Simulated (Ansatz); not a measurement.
Process, species as SMILES: Cl (HCl) -> [Cl-] + H+
Structures are relaxed separately at B3LYP-D3(BJ)/def2-TZVP in Ansatz (a program for electronic structure).

Property: gas-phase deprotonation energy (electronic energy difference), in kJ/mol. Cores are frozen in the correlated levels unless marked. No spin-orbit coupling. No relativistic terms. Anions need diffuse functions: aug- sets have them; def2-D sets add few; the other sets have none. CBS marks a two-point X^-3 extrapolation of the correlation energy; Hartree-Fock from the larger set.

```
level                                                program  gas-phase deprotonation energy (kJ/mol)  minus last row
--------------------------------------------  --------------  ---------------------------------------  --------------
B3LYP-D3(BJ)/def2-TZVPD                       Ansatz + dftd3                                   1403.4            -3.5
r2SCANh/def2-TZVPD                                    Ansatz                                   1406.2            -0.7
CAM-B3LYP-D3(BJ)/def2-TZVPD                   Ansatz + dftd3                                   1396.7           -10.2
SCS-MP2/STO-3G                                        Ansatz                                   1760.0           353.1
CCSD/6-31G                                            Ansatz                                   1371.9           -35.0
CCSD(T)/CBS(def2-TZVPPD,def2-QZVPPD)                  Ansatz                                   1409.5             2.6
CCSD(T)/CBS(aug-cc-pV(T+d)Z,aug-cc-pV(Q+d)Z)          Ansatz                                   1406.9             0.0
```
